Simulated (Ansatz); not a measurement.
**Question.** Name a neutral molecule of C, S, Sn and H with size of the dipole moment (PBE/def2-TZVPP) between 1.20 and 1.50 D and zero-point energy (PBE0-D4/def2-TZVP) between 147 and 163 kJ/mol (Ansatz, PBE0-D4/def2-TZVP geometry).

**Answer.** `C[S][SnH3]` (1.39 D, 155.0 kJ/mol). Other molecules can fit too; these were computed, each in one conformer that needn't be the lowest.
